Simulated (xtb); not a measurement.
IIn, charge +1, doublet, geometry from GFN2-xTB (such geometries of metal compounds can be far from the true shape) (a state made from the parent by changing its charge; the spin is typed, not shown lowest). Base run: GFN2-xTB (xtb 6.7.1).

Geometry (Å):
```xyz
2

In     0.0000     0.0000    -1.6932
I      0.0000     0.0000     1.5654
```
Charge +1, spin multiplicity 2.
All else is at xtb's defaults.
Base energy -4.63181 Eh.

Variants of this job, named by their change:

```
change           ΔE vs base (kJ/mol)  G_solv (kcal/mol)  SCF cycles
---------------  -------------------  -----------------  ----------
base                            0.00                  -          13
acc = 0.1                       0.00                  -          14
alpb = methanol               -203.7             -48.70          12
file = coord                    0.00                  -          13
acc = 30                        0.00                  -          12
gbsa = water                  -199.8             -47.87          12
```

ALPB and GBSA are two models with their own fitted parameters for each solvent, which aren't always the measured dielectric constant.
